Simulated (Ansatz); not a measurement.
# What each rung costs, and what it gives

Saddle point of SiH3Cl3O, closed shell (SiHCl₃ ([Cl][SiH]([Cl])[Cl]) + H₂O → SiH₂Cl₂O ([OH][SiH]([Cl])[Cl]) + HCl; bonds formed: Si1–O7, Cl2–H6; bonds broken: Si1–Cl2, H6–O7), PBE0-D4/def2-TZVP structure:

Si1  (-0.215, 0.187, -0.616)
Cl2  (2.217, -0.200, -0.047)
Cl3  (-0.277, -1.611, -1.554)
Cl4  (-2.255, 0.638, -0.474)
H5  (0.295, 1.374, -1.297)
H6  (0.997, -0.183, 1.166)
O7  (-0.039, 0.111, 1.145)
H8  (-0.723, -0.317, 1.679)
(Å)

Barriers are electronic and count from the start structure reached by relaxing down the imaginary mode.

Ansatz 0.2.0; basis: as named in each row; cores frozen in the correlated methods. B3LYP uses VWN-RPA correlation. Extrapolation: Hartree–Fock as exp(−7.88 √X), correlation as X^−2.97.

Times are rough, for one single point on 8 threads of a shared host (Arm Neoverse V2).

The estimate by CCSD(T) at an estimated basis limit (MP2 extrapolated from triple and quadruple zeta, plus CCSD(T) − MP2 in triple zeta) is 88.7 kJ/mol.

```csv
method,basis,time (s),barrier (kJ/mol),method less estimate
HF,STO-3G,under 1,46.5,-42.1
PBE-D4,STO-3G,under 1,-89.4,-178.1
SPW92,def2-SVP,under 1,12.1,-76.5
B3LYP-D4,6-31G,under 1,21.4,-67.3
PBE-D4,def2-SVP,under 1,55.6,-33.1
PBE0-D4,def2-SVP,under 1,66.6,-22.1
SPW92,def2-TZVPP,under 1,27.1,-61.6
PBE-D4,def2-TZVPP,1,69.7,-18.9
BLYP-D4,def2-TZVPP,1,81.8,-6.9
CCSD(T),def2-SVP,2,108.3,19.7
B3LYP-D4,def2-TZVPP,2,86.0,-2.7
BHLYP-D4,def2-TZVPP,2,94.0,5.4
PBE0-D4,def2-TZVPP,2,77.0,-11.7
wB97M-V,def2-SVP,2,68.6,-20.0
CAM-B3LYP-D4,def2-TZVPP,2,82.5,-6.2
RPA on PBE,def2-TZVPP,2,97.8,9.2
r2SCAN-D4,def2-TZVPP,2,72.8,-15.8
B2PLYP,def2-TZVPP,3,89.4,0.7
r2SCAN0-D4,def2-TZVPP,3,77.5,-11.1
PBE-QIDH,def2-TZVPP,3,82.4,-6.2
wB97X-V,def2-TZVPP,4,86.2,-2.5
B97M-V,def2-TZVPP,4,88.8,0.1
wB97M-V,def2-TZVPP,5,81.0,-7.7
MP2,def2-QZVPP,11,85.5,-3.2
CCSD(T),def2-TZVPP,59,93.2,4.6
```

All methods are single points on the PBE0-D4 structures; a negative value means that the method puts the saddle structure below the start.

The T1 diagnostic stays at or below 0.010.

The step is the kind of ligand exchange by which a precursor binds to a hydroxyl group, or is hydrolysed, in atomic layer deposition of oxides.

Labels in which every atom is bracketed show which atoms are joined, not bond orders.
